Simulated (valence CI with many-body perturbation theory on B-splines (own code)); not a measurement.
Lu XLI: what each term of the Hamiltonian does

Computed by configuration interaction combined with many-body perturbation theory (CI+MBPT): three valence electrons over a frozen Dirac-Fock core [Ar] 3d10, radial functions for each j: 11 s, 11 p, 9 d, 7 f, 5 g, 2 h, 1 i, with the one-electron correlation potential Σ1, the two-electron term Σ2, the three-electron term Σ3, Breit, model QED; selected CI, second order for the rest (own B-spline code, finite nucleus).

The last digits are not significant, and no measured levels were compared; by estimate large intervals hold to a few tenths of a per cent, small ones and those within an open d or f shell to about a per cent.

Each rung adds one term. CI alone is the Dirac-Coulomb CI over the frozen core; QED comes last and gives the full result, which names the levels. Energies are above (4s^2 4p1/2) J=1/2 on the same rung, in × 10³ cm⁻¹.

Levels are named by their leading jj configuration (3d3/2^4 stands for four electrons in 3d with j = 3/2), which in mixed levels can hold well under half, so a name can repeat and another be missing. Letters in brackets count levels of one name in rising energy.

```
                     Level  CI alone
        (4s^2 4p3/2) J=3/2    638.33
        (4s 4p1/2^2) J=1/2    721.04
(4s 4p1/2 4p3/2) J=3/2 [a]    1259.0
    (4s 4p1/2 4p3/2) J=5/2    1324.2
(4s 4p1/2 4p3/2) J=3/2 [b]    1417.9
    (4s 4p1/2 4p3/2) J=1/2    1442.8
        (4s^2 4d3/2) J=3/2    1857.3
        (4s 4p3/2^2) J=5/2    1895.7
        (4s^2 4d5/2) J=5/2    2039.5
        (4s 4p3/2^2) J=1/2    2078.1
        (4s 4p3/2^2) J=3/2    2113.1
     (4p1/2^2 4p3/2) J=3/2    2146.6
(4s 4p1/2 4d3/2) J=3/2 [a]    2419.9
    (4s 4p1/2 4d3/2) J=5/2    2471.2
    (4s 4p1/2 4d3/2) J=1/2    2578.5
(4s 4p1/2 4d3/2) J=3/2 [b]    2583.1
```

Question: What do these energies become with core correlation, Breit and QED?

Answer: (4s^2 4p3/2) J=3/2 634.41 (-3.93); (4s 4p1/2^2) J=1/2 719.18 (-1.86); (4s 4p1/2 4p3/2) J=3/2 [a] 1256.4 (-2.61); (4s 4p1/2 4p3/2) J=5/2 1319.1 (-5.10); (4s 4p1/2 4p3/2) J=3/2 [b] 1409.1 (-8.78); (4s 4p1/2 4p3/2) J=1/2 1430.4 (-12.39); (4s^2 4d3/2) J=3/2 1841.3 (-16.07); (4s 4p3/2^2) J=5/2 1887.2 (-8.48); (4s^2 4d5/2) J=5/2 2021.4 (-18.12); (4s 4p3/2^2) J=1/2 2064.9 (-13.18); (4s 4p3/2^2) J=3/2 2095.1 (-18.01); (4p1/2^2 4p3/2) J=3/2 2133.7 (-12.95); (4s 4p1/2 4d3/2) J=3/2 [a] 2410.1 (-9.84); (4s 4p1/2 4d3/2) J=5/2 2459.7 (-11.50); (4s 4p1/2 4d3/2) J=1/2 2560.5 (-17.97); (4s 4p1/2 4d3/2) J=3/2 [b] 2565.5 (-17.58).

Question: How does the ionisation energy move along the ladder, and which term matters most?

Answer: CI alone 1934.4, + Σ1 1936.2, + Σ2 1936.2, + Σ3 1936.1, + Breit 1933.8, + QED 1933.9 eV. The largest step is Breit, -2.3 eV. NIST lists 1933 ± 4 eV (theoretical).
